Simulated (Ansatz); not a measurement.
`CS[SiH2]O` + `OC=S` → `COC=S` + `O[SiH2]S`  (substitution at a C–S bond)

Isolated molecules relaxed with PBE0-D4/def2-TZVP in Ansatz; ΔE leaves out vibrations. CCSD(T)/CBS adds triple-zeta CCSD(T) − MP2 to the extrapolated MP2 energy (def2 sets, frozen cores). This one scheme is used for every species. DFT in def2-TZVPP. B3LYP here is the variant with VWN-RPA as its local correlation; programs differ in this. Each species was taken in one conformer, which may not be the lowest.

| level | ΔE (kJ/mol) | difference from CCSD(T)/CBS |
| --- | --- | --- |
| LDA (SPW92) | 25.3 | -3.2 |
| BLYP-D4 | 25.0 | -3.5 |
| B3LYP-D4 | 24.6 | -3.9 |
| r2SCANh-D4 | 26.7 | -1.8 |
| revPBE | 27.7 | -0.8 |
| LC-ωPBE | 26.2 | -2.3 |
| CCSD/def2-SVP | 14.1 | -14.4 |
| CCSD(T)/def2-SVP | 14.5 | -14.0 |
| CCSD(T)/def2-TZVPP | 23.8 | -4.7 |
| HF/CBS(def2) | 15.1 | -13.4 |
| CCSD(T)/CBS | 28.5 | 0 |

Largest T1 diagnostic among the species: 0.018.

In def2-TZVPP, CCSD(T) changes the Hartree–Fock value by +8.8 kJ/mol (the triples alone add +1.1 kJ/mol) and MP2 by +14.0 kJ/mol. Leaving LDA and LC-ωPBE aside and taking each functional with its dispersion term where it has one, the values, not all of them listed here, spread over 10.2 kJ/mol, from CAM-B3LYP-D4 to revPBE-D4.
